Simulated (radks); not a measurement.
Valence configurations of the niobium ion Nb3+ (all share [Kr]). Method: scalar-relativistic Kohn-Sham, PBEsol, spin-polarised, spherical densities, point nucleus; open shells are filled with parallel spins first (spin-orbit coupling, left out, can overturn this in heavy ions); computed with a radial shooting solver on a logarithmic mesh with Libxc functionals. Energies are relative to 4d2; eigenvalues in eV for spin up.

valence	E (eV)	moment (Bohr magnetons)	e(4d)	e(5p)	e(5s)
4d2	0.000	2	-31.316	-	-
4d1.5 5s0.5	2.833	2	-32.849	-	-26.955
4d1 5s1	5.894	2	-34.361	-	-28.010
4d0.5 5s1.5	9.906	1	-35.687	-	-28.591
4d1 5p1	11.966	2	-35.169	-22.501	-
5s2	13.861	0	-	-	-29.093
5s1 5p1	19.099	2	-	-24.095	-30.435

NIST lists [Kr] 4d2 as the ground configuration; this level of theory agrees among the configurations tried. The energies are those of spherical high-spin densities, not of single terms.
